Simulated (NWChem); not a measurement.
System: CuCl; SMILES [Cl][Cu]

Output (shortened):

```
             Northwest Computational Chemistry Package (NWChem) 7.3.0
             --------------------------------------------------------

 ORDER OF PRIMARY AXIS IS BEING SET TO 4
 C4V symmetry detected

                             Geometry "geometry" -> ""
                             -------------------------

 Output coordinates in angstroms (scale by  1.889725989 to convert to a.u.)

  No.       Tag          Charge          X              Y              Z
 ---- ---------------- ---------- -------------- -------------- --------------
    1 Cu                  29.0000     0.00000000     0.00000000    -0.76717785
    2 Cl                  17.0000     0.00000000     0.00000000     1.30871515

 Effective nuclear repulsion energy (a.u.)     125.6733289032

      Symmetry information
      --------------------

 Group name             C4v
 Group number             18
 Group order               8
 No. of unique centers     2

  xc_inp: hfexch multiplicative factor not found.

                                 NWChem DFT Module
                                 -----------------

 Summary of "ao basis" -> "ao basis" (spherical)
 ------------------------------------------------------------------------------
       Tag                 Description            Shells   Functions and Types
 ---------------- ------------------------------  ------  ---------------------
 Cu                       aug-pcseg-1               15       47   6s4p3d2f
 Cl                       aug-pcseg-1               11       27   5s4p2d

      Symmetry analysis of basis
      --------------------------

        a1         26
        a2          0
        b1          7
        b2          7
        e          34

            General Information
            -------------------
          SCF calculation type: DFT
          Wavefunction type:  closed shell.
          No. of atoms     :     2
          No. of electrons :    46
           Alpha electrons :    23
            Beta electrons :    23
          Charge           :     0
          Spin multiplicity:     1
          Use of symmetry is: on ; symmetry adaption is: on
          Maximum number of iterations: 150
          AO basis - number of functions:    74
                     number of shells:    26
          Convergence on energy requested:  1.00D-06
          Convergence on density requested:  1.00D-05
          Convergence on gradient requested:  5.00D-04

              XC Information
              --------------
                     Hartree-Fock (Exact) Exchange  1.000

      Superposition of Atomic Density Guess
      -------------------------------------

 Sum of atomic energies:       -2098.14311791

      Non-variational initial energy
      ------------------------------

 Total energy =   -2097.920752
 1-e energy   =   -3169.959107
 2-e energy   =     946.365026
 HOMO         =      -0.451103
 LUMO         =      -0.171542

      Symmetry analysis of molecular orbitals - initial
      -------------------------------------------------

 !! scf_movecs_sym_adapt:   14 vectors were symmetry contaminated

  Symmetry fudging

 !! scf_movecs_sym_adapt:   14 vectors were symmetry contaminated

  Numbering of irreducible representations:

     1 a1          2 a2          3 b1          4 b2          5 e

  Orbital symmetries:

     1 a1          2 a1          3 a1          4 a1          5 e
     6 e           7 a1          8 a1          9 e          10 e
    11 a1         12 a1         13 e          14 e          15 a1
    16 a1         17 e          18 e          19 b2         20 b1
    21 a1         22 e          23 e          24 a1         25 a1
    26 e          27 e          28 a1         29 e          30 e
    31 a1         32 a1         33 b1

     ---------------------------------------------
      Total Density - Mulliken Population Analysis
     ---------------------------------------------

    Atom       Charge   Shell Charges
 -----------   ------   -------------------------------------------------------
    1 Cu  29    28.64   2.00  2.00  2.00  0.29  0.18 -0.00  6.00  5.99  0.12  0.03  8.89  1.11  0.01  0.00  0.03
    2 Cl  17    17.36   2.00  2.00  1.21  0.71 -0.06  5.99  3.88  1.61 -0.00  0.01  0.00

 !! scf_movecs_sym_adapt:   14 vectors were symmetry contaminated

  Symmetry fudging

 !! scf_movecs_sym_adapt:   14 vectors were symmetry contaminated

   convergence    iter        energy       DeltaE   RMS-Dens  Diis-err
 ---------------- ----- ----------------- --------- --------- ---------
 d= 0,ls=0.0,diis     1  -2098.1293912694 -2.22D+03  1.59D-02  1.13D+00

 !! scf_movecs_sym_adapt:   14 vectors were symmetry contaminated

  Symmetry fudging

 !! scf_movecs_sym_adapt:   14 vectors were symmetry contaminated

 d= 0,ls=0.0,diis     2  -2098.0853519133  4.40D-02  8.70D-03  2.26D+00

 !! scf_movecs_sym_adapt:   12 vectors were symmetry contaminated

  Symmetry fudging

 !! scf_movecs_sym_adapt:   12 vectors were symmetry contaminated

 d= 0,ls=0.0,diis     3  -2098.2293518340 -1.44D-01  1.37D-03  3.39D-03

 !! scf_movecs_sym_adapt:   12 vectors were symmetry contaminated

  Symmetry fudging

 !! scf_movecs_sym_adapt:    8 vectors were symmetry contaminated

 d= 0,ls=0.0,diis     4  -2098.2308701481 -1.52D-03  8.55D-04  6.97D-04

 !! scf_movecs_sym_adapt:   12 vectors were symmetry contaminated

  Symmetry fudging

 !! scf_movecs_sym_adapt:    8 vectors were symmetry contaminated

 d= 0,ls=0.0,diis     5  -2098.2312653899 -3.95D-04  3.10D-04  8.25D-05

 !! scf_movecs_sym_adapt:   12 vectors were symmetry contaminated

  Symmetry fudging

 !! scf_movecs_sym_adapt:    6 vectors were symmetry contaminated

  Resetting Diis
 d= 0,ls=0.0,diis     6  -2098.2313075184 -4.21D-05  1.10D-04  7.76D-06

 !! scf_movecs_sym_adapt:   10 vectors were symmetry contaminated

  Symmetry fudging

 !! scf_movecs_sym_adapt:    4 vectors were symmetry contaminated

 d= 0,ls=0.0,diis     7  -2098.2313133194 -5.80D-06  3.10D-05  1.73D-06

 !! scf_movecs_sym_adapt:    8 vectors were symmetry contaminated

  Symmetry fudging

 !! scf_movecs_sym_adapt:    4 vectors were symmetry contaminated

 d= 0,ls=0.0,diis     8  -2098.2313143486 -1.03D-06  5.16D-05  8.06D-07

 !! scf_movecs_sym_adapt:   12 vectors were symmetry contaminated

  Symmetry fudging

 !! scf_movecs_sym_adapt:    4 vectors were symmetry contaminated

 d= 0,ls=0.0,diis     9  -2098.2313152469 -8.98D-07  1.78D-05  8.00D-08

 !! scf_movecs_sym_adapt:   10 vectors were symmetry contaminated

  Symmetry fudging

 !! scf_movecs_sym_adapt:    2 vectors were symmetry contaminated

 d= 0,ls=0.0,diis    10  -2098.2313153245 -7.77D-08  1.67D-06  3.37D-09

         Total DFT energy =    -2098.231315324523
      One electron energy =    -3177.711107165900
           Coulomb energy =     1047.218599289012
    Exchange-Corr. energy =      -93.412136350835
 Nuclear repulsion energy =      125.673328903200

 Numeric. integr. density =        0.000000000000

                  Occupations of the irreducible representations
                  ----------------------------------------------

                     irrep           alpha         beta
                     --------     --------     --------
                     a1               11.0         11.0
                     a2                0.0          0.0
                     b1                1.0          1.0
                     b2                1.0          1.0
                     e                10.0         10.0

                       DFT Final Molecular Orbital Analysis
                       ------------------------------------

 Vector   21  Occ=2.000000D+00  E=-4.109264D-01  Symmetry=a1
              MO Center= -3.4D-16, -3.5D-16,  7.3D-01, r^2= 2.0D+00
   Bfn.  Coefficient  Atom+Function         Bfn.  Coefficient  Atom+Function
  ----- ------------  ---------------      ----- ------------  ---------------
    58      0.607060  2 Cl pz                21      0.388112  1 Cu d  0
    61      0.327934  2 Cl pz                55     -0.235281  2 Cl pz
     3      0.210648  1 Cu s                  4     -0.140016  1 Cu s
    26      0.100628  1 Cu d  0               5     -0.096485  1 Cu s
    12      0.092104  1 Cu pz                 2     -0.085817  1 Cu s

 Vector   22  Occ=2.000000D+00  E=-3.905476D-01  Symmetry=e
              MO Center=  1.4D-17,  1.9D-16,  1.1D+00, r^2= 1.6D+00
   Bfn.  Coefficient  Atom+Function         Bfn.  Coefficient  Atom+Function
  ----- ------------  ---------------      ----- ------------  ---------------
    57      0.574524  2 Cl py                56      0.426129  2 Cl px
    60      0.304741  2 Cl py                59      0.226029  2 Cl px
    54     -0.219613  2 Cl py                20     -0.196320  1 Cu d -1
    53     -0.162888  2 Cl px                22      0.145613  1 Cu d  1
    25     -0.046032  1 Cu d -1              14      0.041670  1 Cu py

 Vector   23  Occ=2.000000D+00  E=-3.905476D-01  Symmetry=e
              MO Center=  1.1D-14, -6.7D-15,  1.1D+00, r^2= 1.6D+00
   Bfn.  Coefficient  Atom+Function         Bfn.  Coefficient  Atom+Function
  ----- ------------  ---------------      ----- ------------  ---------------
    56      0.574524  2 Cl px                57     -0.426129  2 Cl py
    59      0.304741  2 Cl px                60     -0.226029  2 Cl py
    53     -0.219613  2 Cl px                22      0.196320  1 Cu d  1
    54      0.162888  2 Cl py                20      0.145613  1 Cu d -1
    27      0.046032  1 Cu d  1              13      0.041670  1 Cu px

[...]
```

Level: Hartree-Fock/aug-pcseg-1. All runs use the structure optimised with PBE0-D3(BJ)/def2-TZVP.

**Question.** Write an input that gives this output.

**Answer.** Several could match; the one computed here: the input that was run:
```
start job
memory heap 200 mb stack 900 mb global 1100 mb
geometry units angstroms noautoz
  Cu     0.000000     0.000000    -0.770483
  Cl     0.000000     0.000000     1.305410
end
basis spherical
  * library aug-pcseg-1
end
dft
  xc hfexch
  iterations 150
  mulliken
end
task dft energy
```
